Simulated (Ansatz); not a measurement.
All values below come from frozen-core CCSD(T)/cc-pVTZ // B3LYP-D3(BJ)/def2-TZVP (Ansatz, a program for electronic structure). The geometry is that of the parent before the electron was removed.

Ansatz 0.2 input:
```yaml
crystal:
  periodic: [false, false, false]
  atoms:
    - { symbol: B, position_ang: [2.180389, 0.11642, 0.239874] }
    - { symbol: B, position_ang: [0.669364, -0.005339, 0.071518] }
    - { symbol: B, position_ang: [-0.912922, -0.131708, -0.101842] }
    - { symbol: N, position_ang: [-2.146692, -0.230546, -0.236213] }
    - { symbol: H, position_ang: [3.340385, 0.209357, 0.368885] }
    - { symbol: H, position_ang: [-3.130522, -0.309407, -0.342223] }
basis:
  gaussian: { orbitals: cc-pVTZ }
correlation:
  method: ccsd_t
total_charge: 1
magnetization:
  spin_polarized: true
  initial_magnetization: 1
```

Output:

```
Functional definition: HF
874 factors; integrals over basis functions are off by at most 1.2e-3 eV
mean field evaluation 1: about -3509.2341 eV, gradient 4.4e1 eV
mean field evaluation 2: about -3509.2352 eV, gradient 4.4e1 eV
mean field evaluation 4: about -3518.0674 eV, gradient 9.0e0 eV
mean field evaluation 8: about -3518.8383 eV, gradient 2.2e-1 eV
mean field evaluation 16: about -3518.7395 eV, gradient 2.8e0 eV
mean field evaluation 32: about -3518.8941 eV, gradient 2.9e-2 eV
mean field evaluation 64: about -3518.8941 eV, gradient 1.4e-5 eV
mean field evaluation 96: about -3518.8196 eV, gradient 7.3e-1 eV
mean field evaluation 128: about -3518.9310 eV, gradient 2.2e-2 eV
mean field evaluation 160: about -3518.9309 eV, gradient 7.9e-2 eV
mean field evaluation 192: about -3518.9296 eV, gradient 2.5e-1 eV
mean field evaluation 224: about -3518.9310 eV, gradient 2.6e-2 eV
mean field evaluation 256: about -3518.9310 eV, gradient 5.4e-5 eV
mean field evaluation 288: about -3518.9310 eV, gradient 1.4e-4 eV
mean field evaluation 320: about -3518.9324 eV, gradient 1.9e-1 eV
mean field evaluation 352: about -3516.2549 eV, gradient 9.2e0 eV
mean field evaluation 384: about -3518.9292 eV, gradient 1.8e-1 eV
mean field evaluation 416: about -3518.9310 eV, gradient 1.0e-2 eV
mean field evaluation 448: about -3518.9310 eV, gradient 2.7e-3 eV
mean field evaluation 480: about -3518.9310 eV, gradient 4.4e-5 eV
mean field evaluation 512: about -3518.9310 eV, gradient 4.6e-5 eV
mean field evaluation 544: about -3518.9306 eV, gradient 1.3e-1 eV
mean field evaluation 576: about -3516.7359 eV, gradient 3.6e0 eV
mean field evaluation 608: about -3516.7141 eV, gradient 2.2e0 eV
mean field evaluation 640: about -3516.9676 eV, gradient 5.8e-2 eV
mean field evaluation 672: about -3518.6866 eV, gradient 1.5e0 eV
mean field evaluation 704: about -3518.5930 eV, gradient 1.1e0 eV
mean field evaluation 736: about -3516.9857 eV, gradient 8.5e-2 eV
mean field evaluation 768: about -3518.7162 eV, gradient 2.7e0 eV
mean field evaluation 800: about -3518.0076 eV, gradient 3.6e-1 eV
mean field evaluation 832: about -3513.6787 eV, gradient 2.8e-3 eV
mean field evaluation 864: about -3517.6234 eV, gradient 8.8e0 eV
mean field evaluation 896: about -3518.0261 eV, gradient 2.4e-2 eV
mean field evaluation 928: about -3518.9310 eV, gradient 2.3e-4 eV
mean field evaluation 960: about -3515.5576 eV, gradient 9.5e0 eV
mean field evaluation 992: about -3518.8941 eV, gradient 2.7e-4 eV
mean field evaluation 1024: about -3516.8761 eV, gradient 1.8e0 eV
mean field evaluation 1056: about -3516.9637 eV, gradient 3.1e-1 eV
mean field evaluation 1088: about -3516.9688 eV, gradient 5.5e-2 eV
mean field evaluation 1120: about -3517.7561 eV, gradient 1.6e0 eV
mean field evaluation 1152: about -3515.0136 eV, gradient 1.9e-1 eV
mean field evaluation 1184: about -3516.3141 eV, gradient 5.8e0 eV
mean field evaluation 1216: about -3513.6787 eV, gradient 2.6e-3 eV
mean field evaluation 1248: about -3513.9769 eV, gradient 1.0e0 eV
mean field evaluation 1280: about -3513.9887 eV, gradient 5.4e-2 eV
mean field evaluation 1312: about -3514.2820 eV, gradient 1.6e1 eV
mean field evaluation 1344: about -3512.8929 eV, gradient 1.0e1 eV
mean field evaluation 1376: about -3518.9078 eV, gradient 2.7e-1 eV
mean field evaluation 1408: about -3516.9703 eV, gradient 8.6e-2 eV
mean field evaluation 1440: about -3516.9733 eV, gradient 1.5e-1 eV
mean field evaluation 1472: about -3516.9623 eV, gradient 3.8e-1 eV
mean field evaluation 1504: about -3517.7935 eV, gradient 2.0e0 eV
mean field evaluation 1536: about -3518.6559 eV, gradient 2.5e0 eV
mean field evaluation 1568: about -3518.8363 eV, gradient 9.6e-4 eV
mean field -3518.93102392 eV, -129.3183299119 hartree, gradient 9.9e-11 eV, S^2 1.328644; 22 other end points of the search recorded, 0 dependent functions left out
determinant -3518.93102392 eV, -129.3183299119 hartree, with singles and doubles -3531.11203252 eV, -129.7659737216 hartree
determinant -3518.89410497 eV, -129.3169731655 hartree, with singles and doubles -3531.20618668 eV, -129.7694338228 hartree
determinant -3518.83629704 eV, -129.3148487632 hartree, with singles and doubles -3531.28057653 eV, -129.7721675994 hartree
determinant -3518.02614355 eV, -129.2850761717 hartree, with singles and doubles -3529.26988505 eV, -129.6982760507 hartree
determinant -3516.99037690 eV, -129.2470124495 hartree, with singles and doubles -3528.68353408 eV, -129.6767280500 hartree
determinant -3516.65161035 eV, -129.2345630084 hartree, with singles and doubles -3529.19482378 eV, -129.6955175998 hartree
determinant -3518.93102392 eV, -129.3183299119 hartree, with singles and doubles -3531.06308182 eV, -129.7641748165 hartree
determinant -3518.89410497 eV, -129.3169731655 hartree, with singles and doubles -3531.09338085 eV, -129.7652882851 hartree
determinant -3518.83629704 eV, -129.3148487632 hartree, with singles and doubles -3531.11584718 eV, -129.7661139077 hartree
4 core orbitals not correlated
reference -3518.83629704 eV, -129.3148487632 hartree; 8, 7 occupied and 136, 137 virtual orbitals, 874 factors
second order -11.51965943 eV of doubles, -0.00000000 eV of singles
cycle   1  -11.67736235 eV  change   -1.6e-1 eV  update   1.3e-1
cycle   2  -12.07817414 eV  change   -4.0e-1 eV  update   6.0e-2
cycle   3  -12.25903891 eV  change   -1.8e-1 eV  update   3.9e-2
cycle   4  -12.28515665 eV  change   -2.6e-2 eV  update   1.6e-2
cycle   5  -12.27703805 eV  change    8.1e-3 eV  update   1.0e-2
cycle   6  -12.27868565 eV  change   -1.6e-3 eV  update   5.4e-3
cycle   7  -12.27931617 eV  change   -6.3e-4 eV  update   2.7e-3
cycle   8  -12.27875010 eV  change    5.7e-4 eV  update   1.4e-3
cycle   9  -12.27927385 eV  change   -5.2e-4 eV  update   7.9e-4
cycle  10  -12.27975294 eV  change   -4.8e-4 eV  update   4.8e-4
cycle  11  -12.27936778 eV  change    3.9e-4 eV  update   3.2e-4
cycle  12  -12.27945020 eV  change   -8.2e-5 eV  update   1.9e-4
cycle  13  -12.27948508 eV  change   -3.5e-5 eV  update   9.7e-5
cycle  14  -12.27950710 eV  change   -2.2e-5 eV  update   5.2e-5
cycle  15  -12.27956465 eV  change   -5.8e-5 eV  update   2.3e-5
cycle  16  -12.27956673 eV  change   -2.1e-6 eV  update   1.3e-5
perturbative correction -0.65230624 eV, -0.0239718120 hartree
Total energy: -3531.76817000 eV, -129.7900863292 hartree
```

Cost: very roughly 18 core-minutes.
